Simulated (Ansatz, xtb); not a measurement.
# Two isomers of H9NSi4

We compare I, `[SiH3][Si]1([SiH3])N[SiH2]1`, a singlet, with II, `N1[SiH2][SiH2][SiH2][SiH2]1`, a singlet. Both are isolated molecules in the gas phase, relaxed with B3LYP/6-31G*; the shapes shown needn't be the lowest conformers.

I (Å):

```xyz
14

N    -1.5327   -0.2183    0.7656
Si    0.8246    1.4388    2.7860
Si    0.1290    0.3813    0.7966
Si    0.9210    1.3754   -1.1894
Si   -0.6916   -1.7380    0.8105
H     0.3821    0.6522    3.9704
H     0.2630    2.8156    2.9068
H     2.3110    1.5500    2.8156
H     0.3617    2.7446   -1.3841
H     2.4065    1.4928   -1.1480
H     0.5412    0.5479   -2.3678
H    -2.4730    0.1524    0.7363
H    -0.8333   -2.5727    2.0356
H    -0.7739   -2.6114   -0.3928
```

II (Å):

```xyz
14

N     0.1072   -0.7606    1.8959
Si    1.5100    0.2923    1.9788
Si    1.3092    1.6544    0.0636
Si   -0.9770    1.3013   -0.3856
Si   -1.2655   -0.7162    0.8017
H     0.0872   -1.5095    2.5853
H     1.5237    1.1114    3.2290
H     2.7689   -0.5097    1.9996
H     1.6796    3.0763    0.3089
H     2.1547    1.1337   -1.0488
H    -1.3134    1.1884   -1.8325
H    -1.8076    2.3888    0.2066
H    -1.2860   -1.8915   -0.1215
H    -2.5475   -0.7709    1.5647
```

Task: Estimate E(II) − E(I) at the level CCSD(T)/def2-SVP + ΔMP2/def2-TZVPP.

Result: Calculated at CCSD(T)/def2-SVP + ΔMP2/def2-TZVPP: E(II) − E(I) = −35.8 kcal/mol, so structure II lies lower.

How the difference moves with the method:

| level | geometry | E(II) − E(I) (kcal/mol) | departure from the last row (kcal/mol) | job, with rough time for the two |
| --- | --- | --- | --- | --- |
| B3LYP/6-31G* | B3LYP/6-31G* | −34.4 | +1.3 | optimisation, 2 min |
| HF/def2-SVP | B3LYP/6-31G* | −40.0 | −4.3 | part of the CCSD(T) run |
| MP2/def2-SVP | B3LYP/6-31G* | −36.5 | −0.8 | part of the CCSD(T) run |
| CCSD(T)/def2-SVP | B3LYP/6-31G* | −36.3 | −0.5 | single point |
| CCSD(T)/def2-SVP + ΔMP2/def2-TZVPP | B3LYP/6-31G* | −35.8 |  | single point, 64 s |

As drawn, both hold the same kinds of bond in the same numbers. Structure I has a 3-membered ring, II a 5-membered ring.

The levels shown agree on the order. The largest departure from CCSD(T)/def2-SVP + ΔMP2/def2-TZVPP is that of HF/def2-SVP, 4.3 kcal/mol. Levels run at GFN2-xTB geometries aren't shown. The last row adds to CCSD(T) the change of the MP2 difference between the two basis sets, here +0.5 kcal/mol.

With harmonic frequencies from B3LYP/6-31G* (ideal gas, rigid rotor, one conformer each, 298.15 K, 1 atm): on the last row, ΔE + ΔZPE = −34.3 kcal/mol. A mode under 50 cm⁻¹ makes harmonic enthalpies and free energies unreliable, so none is given.

The correlated steps freeze 21 core orbitals. Programs: Ansatz 0.2.0; the last row on 2 threads of Arm Neoverse V2 on a shared host.
